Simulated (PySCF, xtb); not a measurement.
BeBrI, SMILES [I][Be][Br].

Harmonic wavenumbers (cm⁻¹) from GFN2-xTB in xtb at its own minimum, in rising order: 166, 166, 221, 1007.

### Question
What does B3LYP-D3(BJ)/def2-TZVP in PySCF give at its own minimum? (The exact figures need the calculation; the answer reports its results.)

### Answer
192, 192, 200, 934. Paired by order, the mean absolute difference is 37 cm⁻¹ and the zero-point energies are 2.2 and 2.2 kcal/mol.
